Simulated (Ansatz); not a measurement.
Born–Oppenheimer molecular dynamics of Cl₂FH₃W (7 atoms, charge 0, multiplicity 1). It starts from a relaxed structure.

Method: Ansatz, RKS PBE/def2-SVP.

```
ensemble        : NVT, Nosé–Hoover chain
time step       : 0.5 fs
steps asked     : 150
set temperature : 700 K
thermostat      : time constant 50 fs, chain length 5
seed            : 576209
```

First frame:

```xyz
7
Properties=species:S:1:pos:R:3
W -0.294 0.305 0.294
Cl 0.344 -0.305 2.404
H 1.278 -0.130 -0.100
F 0.275 2.010 -0.275
Cl -2.404 -0.305 -0.344
H 0.031 -1.315 -0.031
H 0.100 -0.130 -1.278
```

(1) How far do the bonds stretch over the last three quarters of this one trajectory? (Pairs bonded in most of those frames.)

Answers

(1) 
```tsv
bond	mean (Å)	spread (Å)	shortest	longest
W1–Cl2	2.276	0.026	2.24	2.31
W1–H3	1.689	0.070	1.57	1.80
W1–F4	1.883	0.013	1.86	1.90
W1–Cl5	2.314	0.044	2.25	2.37
W1–H6	1.714	0.060	1.62	1.80
W1–H7	1.695	0.008	1.68	1.71
```

Mean temperature of the second half: 345 K. The conserved energy stayed within 0.29 meV per atom of its start (net change 0.096 meV per atom), so the integration is sound. The mean temperature of the second half is 51 % below the set value. A run of 0.075 ps of so small a system gives no equilibrium averages.

Run time: 10 min on 1 thread of Arm Neoverse V1, on a shared host, peak memory 0.16 GiB.
